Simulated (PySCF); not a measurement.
Electron correlation in Ar⁺ (argon, charge +1)

[Ne] 3s1 3p5 4s1, high-spin 4P determinant (an excited configuration). All numbers are calculated (PySCF 2.14, the spin-free X2C one-electron Hamiltonian (Gaussian nucleus), in aug-cc-pCVTZ-DK (8s7p5d3f, 75 functions)). Frozen: [Ne]; 7 electrons correlated.

MP2 pair energies summed by pair of shells (mhartree):

```csv
pair,energy,share (%)
3p-3p,-168.35,74.0
3p-4s,-40.30,17.7
3s-3p,-18.27,8.0
3s-4s,-0.48,0.2
```

Total MP2 correlation energy: -227.40 mhartree.

Same-spin part -44.86 and opposite-spin part -182.54 mhartree; SCS-MP2 scales them by 1/3 and 6/5 to -234.00 mhartree.
